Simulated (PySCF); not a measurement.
Working out the ionisation energy of Rb(2+)

Rb(2+) [Ar] 3d10 4s2 4p5 (2P) → Rb(3+) [Ar] 3d10 4s2 4p4 (3P). All numbers are calculated (PySCF 2.14, the spin-free X2C one-electron Hamiltonian (Gaussian nucleus), in Sapporo-DKH3-DZP-2012). Frozen: [Ar] 3d10 4s2. Energies in hartree (1 hartree = 27.21139 eV):

```tsv
part	Rb(2+) (lower)	Rb(3+) (upper)
UHF	-2977.860097	-2976.459380
CCSD correlation	-0.083345	-0.050144
(T)	-0.000085	-0.000029
```

**Question.** What does Hartree-Fock give?

**Answer.** (-2976.459380) − (-2977.860097) = 1.400717 hartree = 38.115 eV.

**Question.** What do CCSD and CCSD(T) give?

**Answer.** The CCSD correlation energies differ by 0.033201 hartree = 0.903 eV and the triples by 0.000056 hartree = 0.002 eV, so CCSD gives 39.018 eV and CCSD(T) 39.020 eV.

Reference: 39.247 eV (semi-empirical (NIST evaluation); NIST Atomic Spectra Database, ionization energies), between the lowest levels; spin-orbit coupling is absent from the calculation.

A double-zeta basis recovers only part of the correlation energy.

What remains against the reference includes basis incompleteness, the frozen core and higher excitations.
